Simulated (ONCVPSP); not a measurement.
**What the settings do to the ONCV potential of O**

Base potential:

- Element: oxygen
- Generator: ONCVPSP 4.0.1
- Type: optimised norm-conserving Vanderbilt (ONCV)
- Functional: PBEsol
- Relativity: scalar-relativistic
- Frozen core: [He]
- Valence charge: 6
- Reference configuration: 2s1 2p5
- Partial waves: 2s: rc 0.65 bohr, ncon 4, nbas 7, qcut 8.2 1/bohr, 1 projector; 2p: rc 2.20 bohr, ncon 4, nbas 9, qcut 4.9 1/bohr, 1 projector
- Local potential: polynomial inside 0.45 bohr (lpopt 5, dvloc0 0 Ha)
- Core correction: Teter function, fcfact 4, rcfact 1.25

Cutoffs, loose and tight: the cutoffs (Ha) at which the residual kinetic energy of the hardest occupied pseudo-wave falls to 1 and 0.1 mHa per electron. They do not see the model core or the augmentation charge, which bear on the density cutoff. Test errors are all-electron minus pseudo excitation energies from the reference, over the configurations 2s2 2p4; 2s2 2p3; 2s2 2p2; 2s2 2p3.5. A dash means not determined; rows that change the core or the reference have their own tests. The largest error is taken over the tests solved by every variant that gives reliable tests at all: 2s2 2p3; 2s2 2p3.5; 2s2 2p4.

| change | outcome | cutoff, loose | cutoff, tight | bound ghosts | GHOST(+) flags above zero | largest test error (meV) |
| --- | --- | --- | --- | --- | --- | --- |
| base | generated | 50 Ha | 178 Ha | none | p | +501 |
| p: rc 1.82 | generated | 50 Ha | 178 Ha | none | p | +337 |
| p: rc 2.08 | generated | 50 Ha | 178 Ha | none | p | +446 |
| p: rc 2.18 | generated | 50 Ha | 178 Ha | none | p | +490 |
| p: rc 2.48 | generated | 50 Ha | 178 Ha | none | p | +626 |
| p: rc 2.72 | generated | 50 Ha | 178 Ha | none | p | +732 |
| p: rc 2.92 | generated | 50 Ha | 178 Ha | none | p | +825 |

Q: What comes out with this change to the base: p: rc 3.24?

A: outcome: generated; cutoff, loose: 50 Ha; cutoff, tight: 178 Ha; bound ghosts: none; GHOST(+) flags above zero: p; largest test error (meV): +977.

Q: What comes out with this change to the base: p: rc 1.54?

A: outcome: generated; cutoff, loose: 106 Ha; cutoff, tight: 178 Ha; bound ghosts: none; GHOST(+) flags above zero: p; largest test error (meV): +229.

Reading the sweep of the p radius (base included, trends over the rows without a ghost): The loose cutoff falls from 106 Ha at 1.54 to 50 Ha at 3.24 bohr. A larger radius leaves more room for a smooth pseudo-wave, so fewer plane waves are needed; a smaller one forces it to follow the all-electron wave where it bends sharply. The median size of the test errors (rows with all tests solved) rises from 147.6 meV at 1.54 to 376.7 meV at 2.48 bohr. More of the atom is replaced by a form fitted at one configuration, so other configurations suffer as the radius grows.
